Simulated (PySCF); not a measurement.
SMILES C[B](C)[Ge]([Cl])([Cl])[Cl], CAM-B3LYP/def2-SVP optimised geometry.

```
13

Ge     0.03     0.09     0.00
Cl    -0.59     2.16     0.00
Cl    -0.59    -0.74    -1.90
Cl     2.19     0.09     0.00
B     -0.79    -0.89     1.66
C     -2.12    -1.66     1.44
C     -0.06    -0.64     3.01
H     -2.91    -0.87     1.41
H     -2.38    -2.35     2.25
H     -2.19    -2.16     0.46
H     -0.44    -1.25     3.84
H     -0.22     0.42     3.27
H      1.03    -0.75     2.91
```

Density from CAM-B3LYP/def2-TZVP run with PySCF at that geometry.

Minimum of the electron density along straight lines between bonded atoms, close to the bond critical point (lines longer than 1.1 times the sum of covalent radii, or with two minima, are not listed):

```
bond     length / Å  ρ at the minimum / e bohr⁻³  ∇²ρ there / e bohr⁻⁵  position (fraction from the first atom)
-------  ----------  ---------------------------  --------------------  ---------------------------------------
Ge1–Cl2       2.165                        0.104                  0.15                                     0.43
Ge1–Cl3       2.161                        0.105                  0.15                                     0.43
Ge1–Cl4       2.162                        0.104                  0.15                                     0.43
Ge1–B5        2.086                   (withheld)            (withheld)                                     0.55
B5–C6         1.552                        0.198                 -0.38                                     0.34
B5–C7         1.554                        0.198                 -0.38                                     0.34
C6–H8         1.110                        0.257                 -0.82                                     0.64
C6–H9         1.100                        0.270                 -0.90                                     0.64
C6–H10        1.100                        0.269                 -0.90                                     0.64
C7–H11        1.099                        0.270                 -0.91                                     0.64
C7–H12        1.108                        0.260                 -0.84                                     0.64
C7–H13        1.102                        0.266                 -0.88                                     0.64
```

Problem. Complete the blanks.

Solution. 
- Ge1–B5, ρ at the minimum / e bohr⁻³: 0.114
- Ge1–B5, ∇²ρ there / e bohr⁻⁵: -0.19
